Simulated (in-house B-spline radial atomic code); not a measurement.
A fraction x of an electron is removed from 3d in As+, starting from [Ar] 3d10 4s2 4p2 and keeping the highest spin. All numbers are computed (non-relativistic B3LYP, spin-polarised, spherical fractional occupations; point nucleus) with an all-electron radial atomic-structure program (B-spline basis), not measured.

Caution: exact exchange at fractional occupations of open shells leaves self-interaction of up to several eV.

| x | E(x) - E(0) (eV) | 3d down level (eV) |
| --- | --- | --- |
| 0 | 0.0000 | -54.784 |
| 0.01 | 0.5488 | -54.983 |
| 0.16 | 9.0228 | -58.014 |
| 0.27 | 15.5285 | -60.277 |
| 0.4 | 23.5406 | -62.993 |
| 0.5 | ? | ? |
| 0.54 | ? | ? |
| 0.65 | 39.9542 | -68.342 |
| 0.87 | 55.5194 | -73.180 |
| 0.9 | 57.7249 | -73.849 |
| 1 | 65.2218 | -76.094 |

(1) What belongs in the row x = 0.5?

(2) What belongs in the row x = 0.54?

(3) Check Janak's theorem between x = 0.01 and 0.16.

Answers

(1) An energy change of 29.9457 eV; 3d down at -65.114 eV.

(2) An energy change of 32.5673 eV; 3d down at -65.969 eV.

(3) The slope of the energy is 56.49 eV; the orbital levels give 56.50 eV (-ε of the emptying orbital, averaged over the two points).
